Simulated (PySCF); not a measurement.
Molecule: 1,1-difluorocyclohexane ax (SMILES FC1(F)CCCCC1).

Geometry (Å), atoms numbered from 1 in this order:
```xyz
18

F    -1.423   -0.798    1.331
C    -1.253   -0.988   -0.014
F    -2.028   -2.054   -0.347
C    -1.739    0.247   -0.742
C    -0.839    1.444   -0.452
C     0.623    1.128   -0.752
C     1.092   -0.107    0.012
C     0.202   -1.311   -0.276
H    -1.746    0.016   -1.819
H    -2.780    0.432   -0.436
H    -1.177    2.315   -1.034
H    -0.943    1.716    0.612
H     1.258    1.992   -0.503
H     0.745    0.954   -1.837
H     1.066    0.102    1.095
H     2.137   -0.347   -0.236
H     0.288   -1.618   -1.331
H     0.472   -2.180    0.344
```

Geometry PBE0-D3(BJ)/def2-SVP throughout; GIAO in PySCF, gas phase, one conformer, non-relativistic; equivalent atoms averaged; functional PBE0.

For orientation, def2-TZVP gives these absolute shieldings σ: F1/F3 290.6, C2 61.1, C5/C7 160.8, C6 159.0, C4/C8 149.9, H9/H10/H17/H18 29.80, H11/H12/H15/H16 29.87, H13/H14 30.10 ppm.

A run gave: F1/F3 410.2, C2 147.4, C5/C7 209.0, C6 209.0, C4/C8 209.1, H9/H10/H17/H18 31.66, H11/H12/H15/H16 31.72, H13/H14 31.86 ppm (absolute shieldings σ).

Question: Which basis set was used in that run?
A. STO-3G
B. cc-pVDZ
C. pcSseg-0
D. def2-SVP

Answer: A. C2 tells them apart best: STO-3G gives 147.4, pcSseg-0 gives 59.6, def2-SVP gives 73.7, cc-pVDZ gives 76.0 ppm.
